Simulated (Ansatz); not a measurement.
C$_{2}$H$_{5}$GaOSe, relaxed with RKS PBE0-D4/def2-TZVP in Ansatz from a GFN2-xTB geometry. The force threshold is 0.005 eV/Å; the program also tests the step.

Total charge 0; spin multiplicity 1. The bonds changed during the relaxation, so this is another structure than the one it started from.

Start:

```xyz
10

O    -0.569    0.259    1.155
C    -1.001   -0.014   -0.135
Se   -2.499   -0.922   -0.386
C    -0.001    0.398   -1.091
Ga    1.431   -0.272    0.269
H    -1.246    0.004    1.806
H     0.167    1.483   -1.058
H    -0.219    0.078   -2.107
H     1.506   -1.775    0.675
H     2.432    0.760    0.873
```

Question: How much energy does the relaxation release, and in how many steps? (An estimate is asked.)

Answer: Computed: 77.45 kJ/mol, in 40 steps, 3 of them rejected.

Question: Which bonds change most? (Estimate.)

Answer: Computed: Se3–Ga5 from 4.037 to 2.496 Å; C4–Ga5 from 2.085 to 2.279 Å; C2–Se3 from 1.770 to 1.889 Å; C2–C4 from 1.444 to 1.379 Å.

Question: Give the relaxed structure. (Best estimate.)

Answer: Ansatz gave: 
```xyz
10

O    -1.650    0.487    1.034
C    -0.929    0.130   -0.019
Se   -0.948   -1.670   -0.591
C     0.009    1.010   -0.517
Ga    1.316   -0.789   -0.018
H    -2.089   -0.298    1.386
H     0.114    1.984   -0.053
H     0.309    0.907   -1.552
H     1.537   -0.853    1.524
H     2.330   -0.908   -1.194
```
